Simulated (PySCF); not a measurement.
# Electric field gradients and quadrupole coupling constants

C4H4F2O3.
Cartesian coordinates in Å at the GFN2-xTB level; atoms count from 1:
```
atom  x, y, z in Å
O1     2.885    0.376    0.560
C2     1.744    0.216    0.285
O3     1.264   -0.988   -0.008
C4    -0.094   -1.229   -0.349
C5    -1.035   -0.187    0.237
F6    -1.153   -0.338    1.594
C7    -0.432    1.188   -0.060
F8    -0.557    1.387   -1.416
O9     0.895    1.285    0.300
H10   -0.193   -1.224   -1.442
H11   -0.323   -2.226    0.037
H12   -2.039   -0.268   -0.192
H13   -0.967    2.008    0.437
```

Field gradients from the B3LYP/pcJ-1 density (PySCF, non-relativistic), principal values in atomic units, ordered |Vxx| ≤ |Vyy| ≤ |Vzz|:

```
atom      Vxx      Vyy      Vzz
  O1   0.7188   0.7763  -1.4951
  O3  -0.4918  -1.3775   1.8693
  O9  -0.5252  -1.3025   1.8277
```

Find the asymmetry η = (Vxx − Vyy)/Vzz and the couplings χ = eQV/h (234.96 MHz × Q in barn × V in au), with Q(17O) = −0.0256 b.

```csv
atom,environment,nucleus,η,χzz (MHz),χxx (MHz),χyy (MHz)
O1,carbonate carbonyl oxygen,17O,0.04,8.99,-4.32,-4.67
O3,oxygen singly bound to a carbonyl carbon,17O,0.47,-11.24,2.96,8.29
O9,oxygen singly bound to a carbonyl carbon,17O,0.43,-10.99,3.16,7.83
```

The gradient is axial or nearly so (η below 0.05) at O1. 

What is Vzz at O9 in SI units (1 au = 9.71736 × 10²¹ V/m²)?

1.8277 au = 17.761 × 10²¹ V/m².

And the gradient at the other heavy atoms, for which no coupling is worked out here?

```tsv
atom	environment	Vzz (au)	η
C2	carbonate carbon	-0.291	0.15
C4	sp3 carbon bound to oxygen	0.462	0.24
C5	sp3 C–F carbon	0.509	0.10
F6	alkyl fluorine	3.024	0.02
C7	sp3 C–F carbon	-0.477	0.88
F8	alkyl fluorine	2.885	0.06
```

What couplings would deuterons (Q(2H) = 0.00286 b) have in place of the hydrogens, at this geometry?

| atom | bonded to | bond length (Å) | Vzz (au) | η | χzz (kHz) |
| --- | --- | --- | --- | --- | --- |
| H10 | C4 | 1.097 | 0.2705 | 0.07 | 182 |
| H11 | C4 | 1.093 | 0.2783 | 0.08 | 187 |
| H12 | C5 | 1.095 | 0.2717 | 0.05 | 183 |
| H13 | C7 | 1.098 | 0.2617 | 0.03 | 176 |

Isolated species at its GFN2-xTB geometry (one conformer only). GFN2-xTB bond lengths can be off by several hundredths of an ångström, more for odd bonds, and the gradients follow them. These gradients aren't converged with respect to the basis.
